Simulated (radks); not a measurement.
Question: The mean radii <r> (bohr) of the occupied orbitals of an atom or ion are listed with their occupations. All-electron calculation, non-relativistic Kohn-Sham, r2SCAN, spin-polarised, spherical densities, point nucleus; meta-GGA in the generalised Kohn-Sham scheme. Program: a radial shooting solver on a logarithmic mesh with Libxc functionals.

orbital  occ.      <r>
1s up       1  0.06159
1s down     1  0.06158
2s up       1   0.2811
2s down     1   0.2810
2p up       3   0.2474
2p down     3   0.2474
3s up       1   0.7876
3s down     1   0.7910
3p up       3   0.7993
3p down     2   0.8017
4p up       1    1.859

Name the element and its charge. Open shells, if any, are filled with parallel spins first.

Answer: Z = 25, manganese, charge +7: Mn7+ in [Ne] 3s2 3p5 4p1. The 1s radius gives Z: for a bare nucleus <r> = 1.5/Z, 0.06 bohr for Z = 25, and screening makes it slightly larger (0.06159 here). The occupations add up to 18, and the charge is Z minus that.
